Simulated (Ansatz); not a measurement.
CH4OSn, singlet, geometry from GFN2-xTB (such geometries of metal compounds can be far from the true shape) (all electrons, no relativity); SC-NEVPT2/STO-3G, CASSCF(2,4) run with Ansatz (a quantum-chemistry and plane-wave program).

The Ansatz input:
Ansatz 0.2 input:
```yaml
crystal:
  periodic: [false, false, false]
  atoms:
    - {symbol: Sn, position_ang: [-0.24494226, -0.36362138, 0.51519749]}
    - {symbol: H, position_ang: [-1.89491268, -0.58382949, -0.41661449]}
    - {symbol: O, position_ang: [0.81411422, 0.73246263, -0.77214149]}
    - {symbol: C, position_ang: [0.84160619, 1.37578977, -2.01982171]}
    - {symbol: H, position_ang: [1.02881711, 2.44174510, -1.86993249]}
    - {symbol: H, position_ang: [1.65157198, 0.95699923, -2.62177303]}
    - {symbol: H, position_ang: [-0.10091442, 1.25171441, -2.55549237]}
basis:
  gaussian:
    orbitals: STO-3G
magnetization: {spin_polarized: false}
correlation: {method: sc_nevpt2, electrons: all, active_space: {window: {electrons: 2, orbitals: 4}}}
```

Q: Write the output that Ansatz gives for this input, abridged.

A: 
```
Functional definition: HF
559 factors; integrals over basis functions are off by at most 3.5e-5 eV
mean field evaluation 1: about -165356.1217 eV, gradient 2.3e1 eV
mean field evaluation 2: about -165356.2553 eV, gradient 2.2e1 eV
mean field evaluation 4: about -165358.1869 eV, gradient 1.9e0 eV
mean field evaluation 8: about -165358.2039 eV, gradient 4.5e-2 eV
mean field -165358.20397032 eV, -6076.8019120929 hartree, gradient 1.4e-6 eV, S^2 0.000000; 0 other end points of the search recorded, 0 dependent functions left out; unrestricted orbitals would lower it
reference -165358.20397032 eV, -6076.8019120929 hartree; 34, 34 occupied and 7, 7 virtual orbitals, 559 factors
state -165358.79580072 eV, -6076.8236614588 hartree
state -165358.79580072 eV, -6076.8236614588 hartree; corrected -165361.71222024 eV, -6076.9308378997 hartree
state -165358.62929204 eV, -6076.8175423777 hartree
state -165358.62929204 eV, -6076.8175423777 hartree; corrected -165361.63469776 eV, -6076.9279890010 hartree
state -165358.79580072 eV, -6076.8236614588 hartree; corrected -165361.71222024 eV, -6076.9308378997 hartree
1 active orbitals were swapped for others, from the solution at -165358.62923980 eV, -6076.8175404581 hartree to that at -165358.79574332 eV, -6076.8236593497 hartree; typed "places" are swapped only where nearly empty or full, and so, without "given_window_search", are "orbital_numbers", "shells" and a window whose orbitals a file names under [Active]
WARN: 1 active orbitals are nearly empty or full. The corrections depend on them more than the energy does, and are more stable in an active space without them
Total energy: -165361.71222024 eV, -6076.9308378997 hartree
```
